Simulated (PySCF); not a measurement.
# Electron correlation in Br⁴⁺ (bromine, charge +4)

Starting occupation: [Ar] 3d10 4s2 4p1, 4p1/2 with m_j = +1/2. Calculation: PySCF 2.14, in x2c-TZVPall-2c (6s7p4d1f, 54 functions); X2C-1e with screened-nucleus spin-orbit coupling, Gaussian nucleus. Frozen: [Ne]; 21 electrons correlated.

MP2 pair energies summed by pair of shells (mhartree):

```json
{"pair": "3d3/2-3d5/2", "energy": "-42.48", "share (%)": "14.7"}
{"pair": "3d5/2-3p3/2", "energy": "-31.30", "share (%)": "10.8"}
{"pair": "3d5/2-3d5/2", "energy": "-29.44", "share (%)": "10.2"}
{"pair": "4s1/2-4s1/2", "energy": "-24.24", "share (%)": "8.4"}
{"pair": "3d3/2-3p3/2", "energy": "-21.46", "share (%)": "7.4"}
{"pair": "4p1/2-4s1/2", "energy": "-19.07", "share (%)": "6.6"}
{"pair": "3d5/2-3p1/2", "energy": "-14.52", "share (%)": "5.0"}
{"pair": "3p1/2-3p3/2", "energy": "-12.26", "share (%)": "4.2"}
{"pair": "3d3/2-3d3/2", "energy": "-12.01", "share (%)": "4.2"}
{"pair": "3p3/2-3p3/2", "energy": "-11.37", "share (%)": "3.9"}
{"pair": "3d5/2-4s1/2", "energy": "-10.13", "share (%)": "3.5"}
{"pair": "3d5/2-3s1/2", "energy": "-10.07", "share (%)": "3.5"}
{"pair": "3d3/2-3p1/2", "energy": "-8.85", "share (%)": "3.1"}
{"pair": "3p3/2-3s1/2", "energy": "-7.10", "share (%)": "2.5"}
{"pair": "3d3/2-3s1/2", "energy": "-6.68", "share (%)": "2.3"}
{"pair": "3d3/2-4s1/2", "energy": "-6.63", "share (%)": "2.3"}
{"pair": "3d5/2-4p1/2", "energy": "-3.92", "share (%)": "1.4"}
{"pair": "3p3/2-4s1/2", "energy": "-3.58", "share (%)": "1.2"}
{"pair": "3p1/2-3s1/2", "energy": "-3.37", "share (%)": "1.2"}
{"pair": "3d3/2-4p1/2", "energy": "-2.74", "share (%)": "0.9"}
{"pair": "3p1/2-3p1/2", "energy": "-2.17", "share (%)": "0.8"}
{"pair": "3p3/2-4p1/2", "energy": "-1.54", "share (%)": "0.5"}
{"pair": "3p1/2-4s1/2", "energy": "-1.39", "share (%)": "0.5"}
{"pair": "3s1/2-3s1/2", "energy": "-1.25", "share (%)": "0.4"}
{"pair": "3s1/2-4s1/2", "energy": "-0.79", "share (%)": "0.3"}
{"pair": "3p1/2-4p1/2", "energy": "-0.47", "share (%)": "0.2"}
{"pair": "3s1/2-4p1/2", "energy": "-0.38", "share (%)": "0.1"}
```

Total MP2 correlation energy: -289.21 mhartree.

This basis was not built for core-valence correlation, so the inner-shell part is incomplete.
